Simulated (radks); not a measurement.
Values are calculated unless marked as measured or tabulated.
All-electron atom: the gallium ion Ga6+ in [Ar] 3d7. Level of theory: Dirac Kohn-Sham, LDA (Slater exchange, Perdew-Wang correlation), spin-unpolarised, spherical densities, point nucleus; open shells fill j = l - 1/2 first (a radial shooting solver on a logarithmic mesh with Libxc functionals).

Spin-orbit splittings of the eigenvalues, e(l+1/2) - e(l-1/2), with zeta = 2 splitting/(2l+1) and mean radii in bohr:

| shell | occ. | splitting (eV) | zeta (eV) | <r> j=l-1/2 | <r> j=l+1/2 |
|---|---|---|---|---|---|
| 2p | 6 | 27.58 | 18.39 | 0.1884 | 0.1920 |
| 3p | 6 | 3.946 | 2.631 | 0.6450 | 0.6541 |
| 3d | 7 | 0.5924 | 0.2370 | 0.6756 | 0.6787 |
